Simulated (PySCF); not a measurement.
B3LYP has the VWN-RPA correlation part, as in Gaussian. Excitations are Tamm–Dancoff values on a coarser integration grid. The basis has no diffuse functions, so Rydberg states are missing or too high.

Cartesian coordinates (Å):
SMILES: CB1BO1
```xyz
8

C     -1.2738     0.0800    -0.0114
B      0.2703     0.0684    -0.0042
B      1.8356     0.1960     0.0751
O      1.1680    -0.9624    -0.2745
H     -1.6929    -0.6975    -0.6543
H     -1.6228    -0.1157     1.0093
H     -1.6840     1.0492    -0.2974
H      2.9996     0.3820     0.1574
```
Charge 0, spin multiplicity 1.

Question: Predict the HOMO, S1–T1 gap (TDA), T1 excitation (TDA), S1 oscillator strength, dipole moment, HOMO–LUMO gap, total energy and LUMO from B3LYP-D3(BJ)/def2-TZVP (PySCF).

Answer: 
```yaml
HOMO: -6.96 eV
S1–T1 gap (TDA): 0.98 eV
T1 excitation (TDA): 3.23 eV
S1 oscillator strength: 0.016
dipole_moment: 0.98 D
HOMO–LUMO gap: 5.52 eV
total_energy: -4504.63 eV
LUMO: -1.44 eV
```
